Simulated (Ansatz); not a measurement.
A nudged elastic band was laid between two geometries of FGeH$_{3}$O (6 atoms, charge 0, multiplicity 1).

Method: RKS PBE0-D4/def2-SVP (Ansatz 0.2.0).

```json
{
  "movable images": "3",
  "climbing image": "no",
  "spring": "5.0 eV/Å²",
  "optimiser": "quadratic models (default)",
  "start path": "through a guess of the saddle point",
  "force threshold": "0.05 eV/Å",
  "iteration limit": "60",
  "end points": "relaxed"
}
```

Image 0:

```xyz
6
Properties=species:S:1:pos:R:3
Ge 0.178 0.044 0.132
F 0.260 0.111 1.870
H 1.607 -0.285 -0.327
H -0.425 1.352 -0.376
O -0.972 -1.220 -0.294
H -0.724 -2.091 0.035
```

Image 4:

```xyz
6
Properties=species:S:1:pos:R:3
Ge 0.471 0.867 -0.255
F 0.843 0.311 1.428
H 0.413 -1.378 0.580
H -1.126 0.968 -0.012
O 0.135 -1.334 -0.357
H -0.813 -1.523 -0.344
```

Problem. What changes between the two ends?

Solution. Bonds broken: Ge1–H3. Bonds formed: H3–O5.

Problem. Give the energies along the band, and the barrier.

Solution. The run converged. The highest image is number 2 of 0 to 4, 1.70 eV above the first end and 0.87 eV above the last; the last end lies 0.83 eV above the first. No image climbed, so the highest image needn't sit at the top of the path. A band with more images between the same ends climbed to 2.61 eV, so this one has probably stepped over the top. So few images can step over the top or miss a turn of the path. The orbitals stay closed-shell, which can raise the energy where a bond breaks towards radicals; this wasn't checked here.

```json
{"image": "0", "path coordinate (Å)": "0.00", "energy (eV)": "0.00", "Ge1–H3 (Å)": "1.54", "H3–O5 (Å)": "2.74"}
{"image": "1", "path coordinate (Å)": "1.52", "energy (eV)": "1.11", "Ge1–H3 (Å)": "1.58", "H3–O5 (Å)": "3.05"}
{"image": "2", "path coordinate (Å)": "3.05", "energy (eV)": "1.70", "Ge1–H3 (Å)": "2.79", "H3–O5 (Å)": "3.96"}
{"image": "3", "path coordinate (Å)": "4.57", "energy (eV)": "1.60", "Ge1–H3 (Å)": "2.67", "H3–O5 (Å)": "2.54"}
{"image": "4", "path coordinate (Å)": "6.10", "energy (eV)": "0.83", "Ge1–H3 (Å)": "2.40", "H3–O5 (Å)": "0.98"}
```

Problem. What is the geometry of the highest image?

Solution. 
```xyz
6
Properties=species:S:1:pos:R:3:forces:R:3
Ge 0.087 -0.138 -0.744 0.00 0.00 -0.03
F 1.322 0.055 1.506 0.04 0.03 -0.04
H 2.122 0.307 1.109 -0.08 -0.07 0.03
H -0.997 0.844 -0.069 -0.03 0.01 0.00
O -0.879 -1.640 -0.598 0.06 0.02 0.01
H -1.731 -1.518 -0.164 0.01 0.00 0.04
```

Run time: 89 s on 1 thread of Intel(R) Xeon(R) 6975P-C (Granite Rapids), on a shared host, peak memory 0.18 GiB.
